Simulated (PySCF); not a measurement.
s-indacene (C12H8), SMILES C1=Cc2cc3c(cc2=C1)C=CC=3.

Geometry optimised at PBE-D3(BJ)/def2-SVP.

These are PySCF with PBE/def2-SVP values and carry that method's errors.

total energy: -461.12269 hartree
point group: D2h
highest occupied level: -4.80 eV
lowest empty level: -3.80 eV
orbital gap: 1.00 eV
dipole moment: 0.000 e·Å
quadrupole, principal values (traceless, Buckingham form, about the centre of nuclear charge): -13.56, 4.44, 9.12 D·Å
mean static polarisability: 156.5 bohr³ (23.19 Å³)
polarisability, principal values: 52.0, 133.9, 283.6 bohr³
